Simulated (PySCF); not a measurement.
Coordinates in bohr (charge 0 multiplicity 2):
```
Ir    0.0000    0.0000   -0.0213
H     2.0526    0.0000    2.0396
H    -2.0526    0.0000    2.0396
```

Level of theory: UPBE0/[Ir def2-TZVP with ECP60, H def2-TZVP], scalar-relativistic core potentials, density fitting, no spin–orbit coupling, PySCF.

This geometry of IrH₂ is a stationary point at this level.

(1) What is the point group?

(2) Is it a minimum?

(3) List the harmonic modes with their infrared intensities.

(4) Give the atomic charges and bond orders.

(5) What is the atomisation energy, with and without zero-point energy?

Answers

(1) C2v.

(2) Yes: all harmonic wavenumbers are real.

(3) 
```csv
symmetry,ω (cm⁻¹),IR (km/mol)
a1,701,12.3
b2,2379,49.1
a1,2418,11.9
```

(4) 
```
atom  Mulliken  Löwdin  polar tensor  spin (Mulliken)  Mayer order to Ir1
 Ir1     -0.03    0.05          0.32             1.06                   –
H2,3      0.01   -0.03         -0.16            -0.03                1.01
```

(5) 650 kJ/mol without, 617 kJ/mol with.

Other isomers or separated fragments may lie lower. With open d or f shells other occupations or spin states may lie lower. No spin–orbit coupling is included, which matters more the heavier the element.
